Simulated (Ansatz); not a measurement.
`BC([SiH3])[SiH2]F` + `CC(N)F` → `BCC(N)F` + `F[SiH2]C[SiH3]`  (formal exchange of groups at a B–C bond)

Program: Ansatz. Geometries: PBE0-D4/def2-TZVP. ΔE: electronic, gas phase. CCSD(T)/CBS adds triple-zeta CCSD(T) − MP2 to the extrapolated MP2 energy (def2 sets, frozen cores). DFT in def2-TZVPP. Each species was taken in one conformer, which may not be the lowest.

Problem. Is it downhill or uphill in electronic energy at CCSD(T)/CBS, and by how much? (Best estimate.)

Solution. Computed: Uphill: ΔE = +0.33 eV.

Problem. What do these levels give: PBE0-D4, B2PLYP, MP2/def2-TZVPP, HF/def2-QZVPP, HF/CBS(def2), MP2/CBS(def2)? (Best estimate.)

Solution. Ansatz gave: PBE0-D4 0.34, B2PLYP 0.29, MP2/def2-TZVPP 0.36, HF/def2-QZVPP 0.19, HF/CBS(def2) 0.19, MP2/CBS(def2) 0.36 eV.

Largest T1 diagnostic among the species: 0.012.

In def2-TZVPP, CCSD(T) changes the Hartree–Fock value by +0.14 eV (the triples alone add +0.03 eV) and MP2 by +0.16 eV. The D4 term adds +0.05 eV with B3LYP and +0.02 eV with PBE0; it sums over pairs of atoms, weighted by their polarisabilities, and B3LYP, whose exchange is more repulsive, gets the larger term.

B3LYP here is the variant with VWN-RPA as its local correlation; programs differ in this.
